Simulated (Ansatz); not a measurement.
Geometry optimisation, Ansatz, RKS PBE0-D4/def2-SVP.

input.yaml

```yaml
crystal:
  periodic: [false, false, false]
  atoms:
    - { symbol: C, position_ang: [-1.6726, 0.6848, 1.6615] }
    - { symbol: S, position_ang: [0.0727, 0.7861, 1.3546] }
    - { symbol: C, position_ang: [-0.0034, -0.0166, -0.298] }
    - { symbol: C, position_ang: [0.1805, -1.5226, -0.1418] }
    - { symbol: Sn, position_ang: [1.7099, 0.6672, -1.4473] }
    - { symbol: H, position_ang: [-2.2546, 1.3323, 0.8719] }
    - { symbol: H, position_ang: [-1.9111, 1.1761, 2.6466] }
    - { symbol: H, position_ang: [-2.0431, -0.3018, 1.6362] }
    - { symbol: H, position_ang: [-0.8876, 0.278, -0.7967] }
    - { symbol: H, position_ang: [-0.7695, -1.9128, 0.4461] }
    - { symbol: H, position_ang: [1.0233, -1.8212, 0.4225] }
    - { symbol: H, position_ang: [0.1314, -1.9998, -1.1252] }
    - { symbol: H, position_ang: [3.1373, 0.2728, -0.6118] }
    - { symbol: H, position_ang: [1.6556, -0.0714, -2.99] }
    - { symbol: H, position_ang: [1.6096, 2.3981, -1.5994] }
basis:
  gaussian: { orbitals: def2-SVP }
hamiltonian:
  xc: pbe0
  dispersion: d4
relax:
  f_tol: 0.015
  max_steps: 40
output:
  orbitals: {}
```

Launched with:

```bash
$ ansatz run input.yaml --threads 2 --pin off --max-ram 3072MiB --backend cpu --events-out ev --progress --plain --runs-dir out
```

Problem. Where does it end, and by what steps?

Solution. The forces met the threshold. The force dipped under the threshold on the way, but the program's further checks kept it going. After 16 steps the energy has fallen by 0.496 eV; H14 moved furthest, 0.58 Å.

| step | energy less start (eV) | largest force component (eV/Å) | accepted |
| --- | --- | --- | --- |
| 0 | 0.0000 | 4.285 | yes |
| 1 | -0.3394 | 0.845 | yes |
| 2 | -0.4661 | 0.371 | yes |
| 3 | -0.4797 | 0.227 | yes |
| 4 | -0.4848 | 0.074 | yes |
| 5 | -0.4892 | 0.122 | yes |
| 6 | -0.4909 | 0.097 | yes |
| 7 | -0.4917 | 0.084 | yes |
| 8 | -0.4930 | 0.050 | yes |
| 9 | -0.4941 | 0.010 | yes |
| 10 | -0.4950 | 0.033 | yes |
| 11 | -0.4952 | 0.059 | yes |
| 12 | -0.4955 | 0.035 | yes |
| 13 | -0.4957 | 0.019 | yes |
| 14 | -0.4957 | 0.029 | yes |
| 15 | -0.4958 | 0.015 | yes |
| 16 | -0.4958 | 0.010 | yes |

```xyz
15
Properties=species:S:1:pos:R:3
C -1.654 0.664 1.783
S 0.058 0.859 1.240
C 0.035 0.004 -0.357
C -0.032 -1.512 -0.251
Sn 1.801 0.713 -1.422
H -2.354 1.130 1.072
H -1.740 1.179 2.750
H -1.923 -0.393 1.929
H -0.817 0.394 -0.941
H -0.945 -1.841 0.274
H 0.828 -1.912 0.307
H -0.042 -1.982 -1.248
H 3.145 0.703 -0.360
H 2.099 -0.351 -2.737
H 1.518 2.295 -2.010
```

Run time: 110 s on 2 threads of Arm Neoverse V1, with other jobs on the host, peak memory 0.42 GiB.
